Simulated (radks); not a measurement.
Species: the palladium ion Pd5+. Configuration: [Kr] 4d5. Method: scalar-relativistic Kohn-Sham, r2SCAN, spin-polarised, spherical densities, finite nucleus; open shells are filled with parallel spins first (spin-orbit coupling, left out, can overturn this in heavy ions); meta-GGA in the generalised Kohn-Sham scheme; Fermi nuclear charge, rms radius 4.5318 fm; computed with a radial shooting solver on a logarithmic mesh with Libxc functionals.

Unscreened Slater integrals over Kohn-Sham orbitals (eV). They are taken over the spin-up orbitals. Empty in this configuration: 5s.

integral     value
F0(4d,4d)   20.529
F2(4d,4d)   10.548
F4(4d,4d)   7.0161
F0(4d,4p)   22.191
F2(4d,4p)   11.328
G1(4d,4p)   14.344
G3(4d,4p)   8.8858
F0(4d,4s)   22.843
G2(4d,4s)   10.779
F0(4d,3d)   27.286
F2(4d,3d)   5.6780
F4(4d,3d)   2.5443
G0(4d,3d)   1.8397
G2(4d,3d)   2.1237
G4(4d,3d)   1.6135
F0(4d,5s)   13.913
G2(4d,5s)   2.2033
F0(4p,4p)   24.377
F2(4p,4p)   12.912
F0(4p,4s)   25.267
G1(4p,4s)   17.272
F0(4p,3d)   31.411
F2(4p,3d)   7.5141
G1(4p,3d)   2.3907
G3(4p,3d)   2.3306
F0(4p,5s)   14.341
G1(4p,5s)   1.2637
F0(4s,4s)   26.283
F0(4s,3d)   33.401
G2(4s,3d)   2.7192
F0(4s,5s)   14.505
G0(4s,5s)  0.86589
F0(3d,3d)   69.281
F2(3d,3d)   34.449
F4(3d,3d)   21.962
F0(3d,5s)   15.857
G2(3d,5s)  0.51284
F0(5s,5s)   11.689

Derived for the open shells (J is the average intra-shell exchange parameter used in DFT+U). 4d: Racah B = F2/49 - 5 F4/441 = 0.1357 eV, C = 35 F4/441 = 0.5568 eV, C/B = 4.10, F4/F2 = 0.665, J = (F2 + F4)/14 = 1.255 eV.
